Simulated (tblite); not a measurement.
A tight-binding relaxation on `OB([PH2+])OC1CC1` [radical].

Computed with GFN2-xTB geometry optimisation, gas phase (tblite 0.8.0). Start geometry: from a force field or distance geometry. A driver script takes a list of jobs; this job's settings line and coordinates (Å) are shown.

Command:
```bash
OMP_NUM_THREADS=1 python probes_run.py task.json out
```

Input:
```
{"job": {"kind": "relax", "xc": "GFN2-xTB", "basis": "xTB"}, "charge": 1, "multiplicity": 2}
O      2.243000    -1.568600    -1.215600
B      1.351600    -0.863400    -0.270300
P      2.096600     0.598400     0.716900
O     -0.044000    -0.790100    -0.675600
C     -0.699700     0.035400     0.233200
C     -2.190100    -0.128900     0.432200
C     -1.680800     0.962000    -0.494900
H      2.059400    -2.518400    -1.139900
H      2.952000     0.121200     1.785800
H      2.710200     1.598800    -0.100200
H     -0.093000     0.476600     1.037600
H     -2.727000    -0.962500    -0.027000
H     -2.558600     0.300900     1.421700
H     -1.824300     0.737300    -1.586400
H     -1.599800     2.009300    -0.139400
```

Task: Give the output.

Result: 
```
step      E/eV     max force
  0    -595.71352    5.490
  1    -596.72636    2.807
  2    -597.06205    2.355
  3    -597.18098    0.927
  4    -597.29438    0.856
  5    -597.36985    0.929
  6    -597.42053    0.761
  7    -597.47003    0.707
  8    -597.49279    0.633
  9    -597.52226    0.617
... (95 lines left out)
105    -597.84669    0.031
106    -597.84692    0.023
107    -597.84703    0.020
108    -597.84708    0.018
109    -597.84713    0.016
110    -597.84721    0.018
111    -597.84731    0.017
112    -597.84738    0.017
113    -597.84741    0.013
114    -597.84743    0.010
```

«max force» is the largest atomic force in eV/Å.

Task: From which step on does the largest force stay under 0.1 eV/Å, and how much energy is left to gain from there?

Result: From step 91 (0.065 eV/Å), 5.5 meV above the end.

Summary of the converged run: energy lowered by 49.2 kcal/mol over 114 steps; largest atomic force 0.010 eV/Å at the end.

Task: Give the final coordinates.

Result: 0.544 Å rms from the input after alignment:
```
atom  x, y, z in Å
O1     2.1410   -1.7706   -0.6252
B2     1.3685   -0.8251   -0.1286
P3     2.5579    0.4030    0.8713
O4     0.0832   -0.6407   -0.2556
C5    -0.8181    0.2282    0.3477
C6    -2.2831   -0.1349    0.2583
C7    -1.7477    1.0023   -0.5452
H8     1.8072   -2.5286   -1.1120
H9     3.8543    0.0345    0.5534
H10    2.5179    1.6852    0.3375
H11   -0.4412    0.6717    1.2668
H12   -2.5241   -1.0517   -0.2563
H13   -2.8912    0.0641    1.1265
H14   -1.6410    0.8581   -1.6091
H15   -1.9883    2.0124   -0.2517
```

The run took 0.75 s of wall time on an Arm Neoverse V1 with one thread, shared host with 32 logical CPUs at a one-minute load of 33.
Labels such as C1 count atoms from 1, the log's own numbers from 0.
